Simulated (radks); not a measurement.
Task: The mean radii <r> (bohr) of the occupied orbitals of an atom or ion are listed with their occupations. All-electron calculation, scalar-relativistic Kohn-Sham, BLYP, spin-polarised, spherical densities, finite nucleus; Fermi nuclear charge, rms radius of each element as measured or else 0.836 A^(1/3) + 0.57 fm. Program: a radial shooting solver on a logarithmic mesh with Libxc functionals.

orbital  occ.      <r>
1s up       1  0.01899
1s down     1  0.01899
2s up       1  0.08038
2s down     1  0.08038
2p up       3  0.07172
2p down     3  0.07172
3s up       1   0.2087
3s down     1   0.2087
3p up       3   0.2085
3p down     3   0.2085
3d up       5   0.1890
3d down     5   0.1890
4s up       1   0.4683
4s down     1   0.4683
4p up       3   0.4977
4p down     3   0.4977
4d up       5   0.5353
4d down     5   0.5352
5s up       1    1.134
5s down     1    1.132
5p up       3    1.336
5p down     3    1.333
4f up       7   0.6770
4f down     7   0.6749
6s up       1    3.123
6s down     1    3.171
5d up       1    2.176
7s up       1    8.664

Name the element and its charge. Open shells, if any, are filled with parallel spins first.

Result: Z = 72, hafnium, charge 0: Hf in [Xe] 4f14 5d1 6s2 7s1. The 1s radius gives Z: for a bare nucleus <r> = (2 gamma + 1)/(2Z) with gamma = sqrt(1 - (Z/c)^2), 0.01876 bohr for Z = 72, and screening makes it slightly larger (0.01899 here). The occupations add up to 72, and the charge is Z minus that.
